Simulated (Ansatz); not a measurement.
Reactions of C₂H₄FI (`FCCI`).

Program: Ansatz. Geometries: PBE0-D4/def2-TZVP. ΔE: electronic, gas phase. CBS: MP2 limit from def2 TZ/QZ plus the TZ coupled-cluster correction, frozen cores. This one scheme is used for every species. def2 core potentials past Kr. For I, Te outer-core shells are correlated without core-valence functions, which leaves a few kJ/mol of doubt a bond. One conformer a species, not always the lowest.

**Question.** Order these by ΔE at CCSD(T)/CBS, lowest first. (An estimate is asked.)
A. `FCCI` + H–F → `FCI` + fluoromethane
B. `FCCI` + H₂ → `CCI` + H–F
C. `FCCI` + CH₃NH₂ → `NCCCF` + HI
D. `FCCI` + H₂Te → `FC[TeH]` + `CI`
E. `FCCI` + `CC(O)F` → `CC(F)OCCF` + HI
F. `FCCI` + HCl → `ClCI` + fluoromethane

**Answer.** B (-25.4 kcal/mol), C (-1.1 kcal/mol), D (+3.3 kcal/mol), E (+9.8 kcal/mol), F (+13.2 kcal/mol), A (+19.1 kcal/mol).

Largest T1 diagnostic: 0.011, for `FC[TeH]`.
